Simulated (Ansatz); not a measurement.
The first iterations of a band of FH3Si + H4OSi (11 atoms, charge 0, multiplicity 1).

These are results of RKS PBE0-D4/def2-SVP (Ansatz 0.2.0), not measurements.

| Item | Value |
| --- | --- |
| movable images | 5 |
| climbing image | yes |
| spring | 5.0 eV/Å² |
| optimiser | quadratic models (default) |
| start path | through a guess of the saddle point |
| force threshold | 0.05 eV/Å |
| iteration limit | 60 |
| end points | relaxed |

First end point:

```xyz
11
Properties=species:S:1:pos:R:3
Si 0.547 0.071 -0.160
H 0.143 -1.355 -0.062
H 2.007 0.208 0.104
F -0.210 0.917 1.029
H 0.199 0.673 -1.472
O -2.515 0.165 -0.147
Si -3.430 -1.116 0.403
H -2.617 -2.060 1.236
H -4.592 -0.657 1.229
H -3.930 -1.825 -0.806
H -2.067 0.701 0.522
```

Last end point:

```xyz
11
Properties=species:S:1:pos:R:3
Si -0.032 -0.287 -0.634
H -1.404 1.680 1.909
H 1.192 -0.643 0.124
F -0.421 1.249 -0.269
H 0.161 -0.347 -2.105
O -1.259 -1.264 -0.172
Si -2.887 -1.520 0.055
H -3.103 -2.985 0.208
H -3.347 -0.810 1.282
H -3.654 -1.023 -1.126
H -1.711 1.671 2.606
```

| iteration | highest image above the first end (eV) | largest band force component (eV/Å) |
| --- | --- | --- |
| 1 | 12.687 | 26.264 |
| 2 | 3.957 | 11.303 |
| 3 | 2.185 | 11.497 |
| 4 | 1.315 | 3.537 |
| 5 | 1.270 | 5.571 |
| 6 | 0.815 | 0.691 |
| 7 | 0.618 | 0.667 |
| 8 | 0.434 | 0.535 |
| 9 | 0.289 | 1.239 |
| 10 | 0.235 | 0.417 |
| 11 | 0.257 | 0.451 |
| 12 | 0.277 | 0.482 |

Question: Does the band converge within its limit, and where does its top end?

Answer: The run converged. It ended after 37 iterations with the highest image 1.194 eV above the first end. Neighbouring images differ by up to 1.9 eV, so the band resolves the path poorly. A vibrational analysis at the climbing image gives one clearly imaginary mode, 1158i cm⁻¹: a first-order saddle point. The orbitals stay closed-shell, which can raise the energy where a bond breaks towards radicals; this wasn't checked here.

Run time: 5.3 min on 2 threads of Arm Neoverse V2 (shared host), peak memory 0.21 GiB.
